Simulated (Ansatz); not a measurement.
Cost and result for the atomization energy of `[CH3][Al-]([CH3])([CH3])[P+](C)(C)C` (26 atoms, 25 bonds).

```
atom    x (Å)    y (Å)    z (Å)
  C1   2.3742   1.1338   0.3496
 Al2   1.3238  -0.5453   0.2047
  C3   1.0240  -1.5680   1.8803
  C4   1.5298  -1.5959  -1.4678
  P5  -0.9483   0.3907  -0.1466
  C6  -1.1130   1.4405  -1.6217
  C7  -2.2559  -0.8561  -0.3480
  C8  -1.5502   1.4421   1.2089
  H9   2.3296   1.7452  -0.5586
 H10   2.0574   1.7648   1.1876
 H11   3.4339   0.9082   0.5175
 H12   0.7168  -0.9331   2.7189
 H13   0.2709  -2.3563   1.7707
 H14   1.9486  -2.0669   2.1941
 H15   0.7812  -2.3898  -1.5681
 H16   2.5082  -2.0902  -1.4905
 H17   1.4767  -0.9770  -2.3704
 H18  -0.8488   0.8577  -2.5057
 H19  -0.4141   2.2752  -1.5454
 H20  -2.1283   1.8277  -1.7337
 H21  -2.2867  -1.4879   0.5412
 H22  -3.2354  -0.3969  -0.4997
 H23  -2.0166  -1.4887  -1.2045
 H24  -2.5517   1.8297   1.0087
 H25  -1.5656   0.8600   2.1319
 H26  -0.8605   2.2765   1.3465
```

Total charge 0; spin multiplicity 1. The structure was optimised at the PBE0-D4/def2-TZVP level. It is one conformer, not always the lowest. Program: Ansatz. All runs use 4 threads of an AMD EPYC 7R13 on a shared host and a share of an NVIDIA H100 80 GB. Times are those of one run each, without the atoms' runs, and a repeat can differ threefold. Electronic energies, without spin–orbit coupling; frozen cores. CCSD(T)/CBS adds CCSD(T) − MP2 in def2-TZVPP to the MP2 limit, and its time is that of the two runs behind it. T1 = 0.010. B3LYP takes the VWN-RPA correlation (the form of Gaussian; ORCA's B3LYP/G). HSE06 is the plane-wave form, built on full-range PBE exchange.

CCSD(T)/CBS is a level of theory with its own doubt, some kJ/mol a heavy atom from the limit and from the frozen cores, so smaller differences don't rank the functionals.

| level | functions | wall time |
| --- | --- | --- |
| BHLYP-D4/def2-TZVPP | 522 | 2.1 s |
| HSE06-D4/def2-TZVPP | 522 | 2.3 s |
| ωB97X-V/def2-TZVPP | 522 | 2.8 s |
| CCSD(T)/def2-SVP | 210 | 2.9 s |
| B3LYP-D4/def2-TZVPP (with forces) | 522 | 3.1 s |
| LDA (SPW92)/def2-TZVPP | 522 | 3.3 s |
| PBE-QIDH/def2-TZVPP | 522 | 3.3 s |
| B97M-V/def2-TZVPP | 522 | 3.7 s |
| r2SCAN-D4/def2-TZVPP (with forces) | 522 | 4 s |
| ωB97M-V/def2-TZVPP (with forces) | 522 | 4.3 s |
| MP2/def2-QZVPP | 1022 | 7.5 s |
| CCSD(T)/def2-TZVPP | 522 | 35 s |
| CCSD(T)/CBS(def2) | – | 42 s |

Problem. What atomization energy does each give, and how far from CCSD(T)/CBS? (An estimate is asked.)

Solution. Computed: 
```csv
level,atomization (kcal/mol),difference from CCSD(T)/CBS,per bond
BHLYP-D4/def2-TZVPP,2253.8,-35.8,-1.4
HSE06-D4/def2-TZVPP,2298.4,8.8,0.4
ωB97X-V/def2-TZVPP,2297.0,7.4,0.3
CCSD(T)/def2-SVP,2179.2,-110.4,-4.4
B3LYP-D4/def2-TZVPP (with forces),2294.8,5.2,0.2
LDA (SPW92)/def2-TZVPP,2567.4,277.8,11.1
PBE-QIDH/def2-TZVPP,2280.2,-9.4,-0.4
B97M-V/def2-TZVPP,2299.2,9.6,0.4
r2SCAN-D4/def2-TZVPP (with forces),2296.3,6.7,0.3
ωB97M-V/def2-TZVPP (with forces),2298.3,8.7,0.3
MP2/def2-QZVPP,2277.4,-12.2,-0.5
CCSD(T)/def2-TZVPP,2239.5,-50.1,-2.0
CCSD(T)/CBS(def2),2289.6,0.0,0.0
```

From PBE to PBE0 (25 % exact exchange), in def2-TZVPP and without D4, the atomization energy moves by −16.1 kcal/mol: exact exchange takes away binding that semilocal exchange gives to molecules. At CCSD(T), def2-SVP lies −110.4 kcal/mol from the extrapolated value and def2-TZVPP −50.1 kcal/mol: correlation converges slowly with the basis, and small sets miss more of it in the bonded molecule than in its fragments. The D4 term adds +25.0 kcal/mol with B3LYP and +13.9 kcal/mol with PBE0; it sums over pairs of atoms, weighted by their polarisabilities, and B3LYP, whose exchange is more repulsive, gets the larger term.
